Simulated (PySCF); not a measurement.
Radial density of Cd (cadmium, neutral)

wB97X, [Kr] 4d9 5s2 5p1, one real determinant (an excited configuration). All numbers are calculated (PySCF 2.14, scalar relativity through the core potential, in aug-cc-pwCVDZ-PP with ECP28MDF). This is the valence pseudo-density: the core potential removes the inner electrons and smooths the orbitals near the nucleus.

```tsv
r (bohr)	4πr²ρ (e/bohr)	4πr²(ρα − ρβ)
0.0180	1.916e-05	0.0000
0.0303	4.742e-05	0.0000
0.0509	0.0001096	0.0000
0.0856	0.0004685	0.0000
0.144	0.005565	0.0004
0.242	0.08991	0.0068
0.408	1.963	0.1070
0.686	16.16	0.7356
1.15	14.14	0.8644
1.94	3.247	0.4017
3.26	0.9814	0.3174
5.49	0.1226	0.0808
9.23	0.003435	0.0033
```

⟨L²⟩ = 8.02 against 12 for a pure F term, so this real determinant mixes terms. Energies and moments cover only the electrons outside the core potential.
